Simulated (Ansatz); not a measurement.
```xyz
6

F     0.844   -1.011    1.128
V     0.000    0.000    0.000
F     1.404    0.924   -0.221
F    -0.296   -1.348   -0.984
F    -0.842    1.009   -1.131
F    -1.109    0.427    1.209
```

The species carries charge 0 and has multiplicity 1.

(1) List the ωB97M-V/def2-TZVPP orbital energies in eV (the Gaussian-basis code of Ansatz). (Best estimate.)

Results:

(1) Ansatz gave: Occupied: -5376.93, -679.46, -679.45, -679.44, -678.49, -678.49, -620.03, -522.68, -522.67, -522.67, -82.43, -55.52, -55.52, -55.43, -37.27, -36.79, -36.78, -36.42, -35.74, -18.47, -18.29, -18.29, -18.07, -18.07, -17.25, -16.55, -16.55, -16.55, -15.97, -15.11, -15.11, -15.01, -14.80, -14.79. Lowest empty: -3.38, -3.38, -2.29, -2.28, -0.21, 1.09, 3.42, 3.43.
